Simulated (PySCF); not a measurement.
Compound: C6H14OSi.
Atom-mapped SMILES: `[CH3:1][CH:2]([CH3:3])[O:4][CH:5]1[CH2:6][SiH2:7][CH2:8]1` (hydrogens: H9, H10, H11 on C1; H12 on C2; H13, H14, H15 on C3; H16 on C5; H17, H18 on C6; H19, H20 on Si7; H21, H22 on C8)

The same species was optimised twice, with GFN2-xTB and with PBE0-D3(BJ)/def2-SVP (PySCF), and the same property calculations (PySCF, gas phase) were run on both structures.

```json
{"coordinate": "C6–Si7 (Å)", "GFN2-xTB": "1.907", "PBE0-D3(BJ)/def2-SVP": "1.895", "change": "-0.012"}
{"coordinate": "Si7–C8 (Å)", "GFN2-xTB": "1.908", "PBE0-D3(BJ)/def2-SVP": "1.896", "change": "-0.012"}
{"coordinate": "C2–C3 (Å)", "GFN2-xTB": "1.527", "PBE0-D3(BJ)/def2-SVP": "1.516", "change": "-0.011"}
{"coordinate": "C1–C2 (Å)", "GFN2-xTB": "1.531", "PBE0-D3(BJ)/def2-SVP": "1.522", "change": "-0.009"}
{"coordinate": "O4–C5 (Å)", "GFN2-xTB": "1.404", "PBE0-D3(BJ)/def2-SVP": "1.398", "change": "-0.006"}
{"coordinate": "C5–C8 (Å)", "GFN2-xTB": "1.550", "PBE0-D3(BJ)/def2-SVP": "1.554", "change": "+0.004"}
{"coordinate": "C2–O4 (Å)", "GFN2-xTB": "1.415", "PBE0-D3(BJ)/def2-SVP": "1.411", "change": "-0.004"}
{"coordinate": "C5–C6 (Å)", "GFN2-xTB": "1.541", "PBE0-D3(BJ)/def2-SVP": "1.542", "change": "+0.001"}
{"coordinate": "C5–C8–Si7 (°)", "GFN2-xTB": "90.6", "PBE0-D3(BJ)/def2-SVP": "87.1", "change": "-3.5"}
{"coordinate": "C5–C6–Si7 (°)", "GFN2-xTB": "90.9", "PBE0-D3(BJ)/def2-SVP": "87.5", "change": "-3.4"}
{"coordinate": "C1–C2–C3 (°)", "GFN2-xTB": "110.7", "PBE0-D3(BJ)/def2-SVP": "112.2", "change": "+1.5"}
{"coordinate": "C6–Si7–C8 (°)", "GFN2-xTB": "76.2", "PBE0-D3(BJ)/def2-SVP": "77.7", "change": "+1.5"}
{"coordinate": "O4–C5–C6 (°)", "GFN2-xTB": "110.6", "PBE0-D3(BJ)/def2-SVP": "111.7", "change": "+1.1"}
{"coordinate": "C6–C5–C8 (°)", "GFN2-xTB": "99.2", "PBE0-D3(BJ)/def2-SVP": "100.3", "change": "+1.1"}
{"coordinate": "O4–C5–C8 (°)", "GFN2-xTB": "116.4", "PBE0-D3(BJ)/def2-SVP": "116.8", "change": "+0.4"}
{"coordinate": "C2–O4–C5 (°)", "GFN2-xTB": "117.0", "PBE0-D3(BJ)/def2-SVP": "117.3", "change": "+0.3"}
{"coordinate": "C1–C2–O4–C5 (°)", "GFN2-xTB": "-80", "PBE0-D3(BJ)/def2-SVP": "-73", "change": "+7"}
{"coordinate": "C2–O4–C5–C6 (°)", "GFN2-xTB": "-158", "PBE0-D3(BJ)/def2-SVP": "-150", "change": "+8"}
```

Rotational constants: A = 4235, B = 837.7, C = 737.3 MHz (GFN2-xTB) against A = 4243, B = 844.7, C = 744.3 MHz (PBE0-D3(BJ)/def2-SVP). Point groups within 0.08 Å: C1 and C1.

On the GFN2-xTB structure: HOMO (eV) -7.12 [PBE0/pcSseg-1]; LUMO (eV) 0.54 [PBE0/pcSseg-1]; dipole (D) 1.05 [PBE0/pcSseg-1]; GIAO shielding of C1/C3 (mean) (ppm) 160.3 [PBE0/pcSseg-1]; GIAO shielding of C2 (ppm) 108.1 [PBE0/pcSseg-1]; GIAO shielding of O4 (ppm) 208.3 [PBE0/pcSseg-1]; GIAO shielding of C5 (ppm) 108.4 [PBE0/pcSseg-1]; GIAO shielding of C6/C8 (mean) (ppm) 162.2 [PBE0/pcSseg-1]; GIAO shielding of Si7 (ppm) 410.4 [PBE0/pcSseg-1].

Q: What do these properties become on the PBE0-D3(BJ)/def2-SVP structure?

A: 
```csv
property,level,on GFN2-xTB,on PBE0-D3(BJ)/def2-SVP,change
HOMO (eV),PBE0/pcSseg-1,-7.12,-7.14,-0.02
LUMO (eV),PBE0/pcSseg-1,0.54,0.67,+0.13
dipole (D),PBE0/pcSseg-1,1.05,1.05,0.00
"energy, GFN2-xTB geometry as zero (kcal/mol)",PBE0/pcSseg-1,0.0,-2.1,-2.1
GIAO shielding of C1/C3 (mean) (ppm),PBE0/pcSseg-1,160.3,159.1,-1.2
GIAO shielding of C2 (ppm),PBE0/pcSseg-1,108.1,109.3,+1.2
GIAO shielding of O4 (ppm),PBE0/pcSseg-1,208.3,208.5,+0.2
GIAO shielding of C5 (ppm),PBE0/pcSseg-1,108.4,108.2,-0.2
GIAO shielding of C6/C8 (mean) (ppm),PBE0/pcSseg-1,162.2,160.4,-1.8
GIAO shielding of Si7 (ppm),PBE0/pcSseg-1,410.4,407.8,-2.6
```

The heavy atoms differ by 0.126 Å rms after alignment. Among bonds between heavy atoms C2–C3, C6–Si7 and Si7–C8 change most and about equally (-0.012 to -0.011 Å). Changes are differences of the printed values. Neither structure is proved a minimum here.

Conformer computed: `[CH3:1][CH:2]([CH3:3])[O:4][CH:5]1[CH2:6][SiH2:7][CH2:8]1`: C1–C2–O4–C5 -73°, C2–O4–C5–C6 -150°.
